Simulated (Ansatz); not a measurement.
A CCSD(T) single point on `[NH]=[Mo](=[NH])([NH2])[OH]`.

```yaml
crystal:
  periodic: [false, false, false]
  atoms:
    - {symbol: N, position_ang: [-1.112351, 0.625739, -1.116337]}
    - {symbol: Mo, position_ang: [0.208530, 0.089911, -0.136053]}
    - {symbol: N, position_ang: [1.076111, -1.239662, -0.818103]}
    - {symbol: N, position_ang: [-0.550035, -0.520752, 1.540019]}
    - {symbol: O, position_ang: [1.435829, 1.522073, 0.109915]}
    - {symbol: H, position_ang: [-1.710011, 0.593727, -1.930572]}
    - {symbol: H, position_ang: [1.293262, -1.948316, -1.503868]}
    - {symbol: H, position_ang: [-0.202844, -1.325702, 2.037427]}
    - {symbol: H, position_ang: [-1.474002, -0.265274, 1.850813]}
    - {symbol: H, position_ang: [1.118710, 2.417057, -0.030441]}
basis:
  gaussian: {orbitals: def2-SVP}
correlation: {method: ccsd_t}
```

```sh
$ ansatz run in.yaml --threads 4 --pin off --events-out ev --progress --plain
```

Output of Ansatz, abridged:

```
Functional definition: HF
1148 factors; integrals over basis functions are off by at most 1.1e-3 eV
mean field evaluation 1: about -8383.4829 eV, gradient 6.9e1 eV
mean field evaluation 2: about -8383.6892 eV, gradient 6.9e1 eV
mean field evaluation 4: about -8392.6957 eV, gradient 1.3e1 eV
mean field evaluation 8: about -8393.1307 eV, gradient 4.4e-1 eV
mean field -8393.13193936 eV, -308.4419097025 hartree, gradient 1.9e-6 eV, S^2 0.000000; 0 other end points of the search recorded, 0 dependent functions left out; unrestricted orbitals would lower it
4 core orbitals not correlated: weight in the atoms' cores, before any rotation towards them, 1.000 or more for the frozen orbitals, at most 0.000 for the correlated occupied ones
reference -8393.13193936 eV, -308.4419097025 hartree; 20, 20 occupied and 88, 88 virtual orbitals, 1148 factors
second order -31.67259447 eV of doubles, -0.00000000 eV of singles
cycle   1  -28.34330784 eV  change     3.3e0 eV  update   2.9e-1
cycle   2  -29.96549552 eV  change    -1.6e0 eV  update   1.8e-1
cycle   3  -30.33259725 eV  change   -3.7e-1 eV  update   3.6e-2
cycle   4  -30.35786684 eV  change   -2.5e-2 eV  update   1.6e-2
cycle   5  -30.35004284 eV  change    7.8e-3 eV  update   3.8e-3
cycle   6  -30.35378756 eV  change   -3.7e-3 eV  update   2.0e-3
cycle   7  -30.35310575 eV  change    6.8e-4 eV  update   7.2e-4
cycle   8  -30.35254781 eV  change    5.6e-4 eV  update   3.2e-4
cycle   9  -30.35269566 eV  change   -1.5e-4 eV  update   1.4e-4
cycle  10  -30.35280109 eV  change   -1.1e-4 eV  update   5.6e-5
cycle  11  -30.35270077 eV  change    1.0e-4 eV  update   3.7e-5
cycle  12  -30.35265085 eV  change    5.0e-5 eV  update   1.7e-5
perturbative correction -1.60370352 eV, -0.0589350172 hartree
Total energy: -8425.08829373 eV, -309.6162840648 hartree
```

It took 13 s on 4 threads of a server CPU on a shared host, with 0.72 GiB of host memory at the peak.

Correlation energy per correlated electron: -0.799 eV. T1 diagnostic: 0.0212.
